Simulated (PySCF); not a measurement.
# Relaxation of singlet TeSF2

Level of theory: PBE0 in PySCF with Te def2-TZVP with ECP28, S def2-TZVP, F def2-TZVP; scalar-relativistic core potentials, no spin–orbit coupling; density-fitted integrals. A (50,194) grid was used.

A hand-made trigonal pyramidal start, of Cs symmetry, held to at least that symmetry:

```xyz
4
charge 0 multiplicity 1, angstrom
Te    0.0728    0.1262   -0.3452
S    -0.9072   -1.5714    0.6970
F     1.8387    0.1262    0.5937
F    -0.8101    1.6555    0.5937
```

Optimiser trace:
| step | E − E(last) (kJ/mol) | largest gradient (Eh/bohr) |
| --- | --- | --- |
| 0 | 31.13 | 0.05164 |
| 1 | 4.73 | 0.01080 |
| 2 | 0.16 | 0.00230 |
| 3 | 0.01 | 0.00069 |
| 4 | 0.00 | 0.00008 |

It ends at Cs with Te–F 1.895 Å (×2), Te–S 2.167 Å; F–Te–F 90.0°, F–Te–S 104.4° (×2) (after a last refinement on a finer grid). A frequency run shows a minimum.

The relaxation took about 40 core-seconds on a shared host.
